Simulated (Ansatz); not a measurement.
B2Mo2. The state is a singlet with charge 0. Geometry r2SCAN-D4/def2-TZVP; atoms count from 1.

```xyz
4

Mo    0.9187    0.6851    0.6798
Mo   -1.0644    0.7825   -0.1739
B    -0.2426   -1.0065    0.4474
B     0.3883   -0.4611   -0.9533
```

In the def2 sets Mo takes a core potential; there is no spin–orbit coupling. No other spin state of charge 0 was run. Another isomer (singlet) lies 0.62 eV lower at PBE0-D4/def2-TZVP; other spin states weren't run for this one.

(1) Estimate the Mulliken populations from the PBE0/def2-TZVP orbitals of Ansatz.

(2) And the Mayer bond orders between bonded heavy atoms (over 0.3)?

## Answers

(1) 
| atom | charge (e) | d electrons |
| --- | --- | --- |
| Mo1 | 0.34 | 4.67 |
| Mo2 | 0.34 | 4.67 |
| B3 | -0.34 | – |
| B4 | -0.34 | – |
Mulliken values and Mayer orders depend strongly on the basis.

(2) Mo1–Mo2 3.24 (2.16 Å); Mo1–B3 1.29 (2.07 Å); Mo1–B4 1.29 (2.06 Å); Mo2–B3 1.29 (2.06 Å); Mo2–B4 1.29 (2.07 Å); B3–B4 1.01 (1.63 Å).
